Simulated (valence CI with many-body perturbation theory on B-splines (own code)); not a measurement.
## Valence orbitals of Yb³⁷⁺

Level of theory: valence CI with perturbative core correlation (CI+MBPT): five valence electrons over a frozen Dirac-Fock core [Ar] 3d10, radial functions for each j: 9 s, 9 p, 8 d, 6 f, 3 g, 1 h, with the one-electron correlation potential Σ1, the two-electron term Σ2, the three-electron term Σ3, Breit, model QED; selected CI, second order for the rest (own B-spline code, finite nucleus).

The last digits are not significant, and no measured levels were compared; by estimate large intervals hold to a few tenths of a per cent, small ones and those within an open d or f shell to about a per cent. Among the levels kept, up to 300 cm⁻¹ of a level comes from second order outside the variational space, and about a tenth of that is noise between levels of different J, which matters for small intervals.

These are the spectroscopic orbitals of the CI (the correlating ones are not listed), shaped by the core and the other valence electrons. h is the expectation value of the core's Dirac-Fock operator, without the valence repulsion; Σ1 is computed up to l = 3 at one energy for each symmetry, that of its lowest orbital but kept below the first core excitation, so for empty shells it is not the orbital's own correlation shift; Breit and QED include the response of the core.

| Orbital | h (hartree) | Σ1 (cm⁻¹) | Breit (cm⁻¹) | QED (cm⁻¹) | ⟨r⟩ (bohr) |
| --- | --- | --- | --- | --- | --- |
| 4s1/2 | -74.794 | -13924 | 10818 | 8161 | 0.4346 |
| 5s1/2 | -44.627 | -4981 | 4764 | 3666 | 0.7353 |
| 6s1/2 | -29.657 | -2398 | 2464 | 1932 | 1.118 |
| 7s1/2 | -21.141 | -1362 | 1457 | 1148 | 1.577 |
| 4p1/2 | -71.542 | -14668 | 16879 | 193 | 0.4327 |
| 5p1/2 | -43.043 | -5310 | 7516 | 93.3 | 0.7423 |
| 6p1/2 | -28.781 | -2605 | 3973 | 51.4 | 1.131 |
| 7p1/2 | -20.606 | -1494 | 2374 | 31.3 | 1.599 |
| 4p3/2 | -68.745 | -12823 | 10074 | 935 | 0.4519 |
| 5p3/2 | -41.736 | -4853 | 4528 | 429 | 0.7670 |
| 6p3/2 | -28.065 | -2427 | 2605 | 232 | 1.161 |
| 7p3/2 | -20.171 | -1407 | 1564 | 140 | 1.634 |
| 4d3/2 | -63.653 | -14433 | 7420 | -410 | 0.4413 |
| 5d3/2 | -39.303 | -5383 | 3398 | -178 | 0.7712 |
| 6d3/2 | -26.722 | -2720 | 1857 | -95.6 | 1.178 |
| 4d5/2 | -63.052 | -13731 | 4612 | -89.6 | 0.4466 |
| 5d5/2 | -39.014 | -5134 | 2040 | -31.7 | 0.7776 |
| 6d5/2 | -26.56 | -2596 | 1116 | -14.9 | 1.185 |
| 4f5/2 | -57.622 | -13860 | 2799 | -242 | 0.4115 |
| 5f5/2 | -36.594 | -4452 | 1218 | -115 | 0.7591 |
| 4f7/2 | -57.474 | -13355 | 1060 | -131 | 0.4135 |
| 5f7/2 | -36.509 | -4292 | 473 | -59.0 | 0.7615 |
| 5g7/2 | -35.286 |  | 96.5 | -23.0 | 0.6997 |
| 5g9/2 | -35.253 |  | -15.5 | 0.4 | 0.7007 |

Among the shells of the start configuration 4s2 4p3, Σ1 is largest in size for 4p1/2, where it is 0.093 % of h.

Lowest root of each symmetry, sizes in configuration state functions:

```json
{"J": "1/2", "Parity": "even", "Roots": "9", "Reference": "59", "Variational": "40000", "Second order": "533759", "Change by selected CI (cm⁻¹)": "-12744", "Change by second order (cm⁻¹)": "-21"}
{"J": "3/2", "Parity": "even", "Roots": "12", "Reference": "99", "Variational": "39990", "Second order": "863934", "Change by selected CI (cm⁻¹)": "-15059", "Change by second order (cm⁻¹)": "-98"}
{"J": "5/2", "Parity": "even", "Roots": "11", "Reference": "111", "Variational": "39977", "Second order": "1166698", "Change by selected CI (cm⁻¹)": "-10788", "Change by second order (cm⁻¹)": "-157"}
{"J": "7/2", "Parity": "even", "Roots": "6", "Reference": "93", "Variational": "39996", "Second order": "1123369", "Change by selected CI (cm⁻¹)": "-13890", "Change by second order (cm⁻¹)": "-191"}
{"J": "9/2", "Parity": "even", "Roots": "2", "Reference": "64", "Variational": "34781", "Second order": "791762", "Change by selected CI (cm⁻¹)": "-14697", "Change by second order (cm⁻¹)": "-53"}
{"J": "1/2", "Parity": "odd", "Roots": "4", "Reference": "24", "Variational": "38826", "Second order": "391523", "Change by selected CI (cm⁻¹)": "-15450", "Change by second order (cm⁻¹)": "-16"}
{"J": "3/2", "Parity": "odd", "Roots": "7", "Reference": "39", "Variational": "39995", "Second order": "828447", "Change by selected CI (cm⁻¹)": "-14345", "Change by second order (cm⁻¹)": "-28"}
{"J": "5/2", "Parity": "odd", "Roots": "6", "Reference": "39", "Variational": "39993", "Second order": "1191318", "Change by selected CI (cm⁻¹)": "-14024", "Change by second order (cm⁻¹)": "-114"}
{"J": "7/2", "Parity": "odd", "Roots": "4", "Reference": "31", "Variational": "39996", "Second order": "1297837", "Change by selected CI (cm⁻¹)": "-23563", "Change by second order (cm⁻¹)": "-165"}
{"J": "9/2", "Parity": "odd", "Roots": "2", "Reference": "16", "Variational": "39823", "Second order": "969054", "Change by selected CI (cm⁻¹)": "-22438", "Change by second order (cm⁻¹)": "-103"}
```
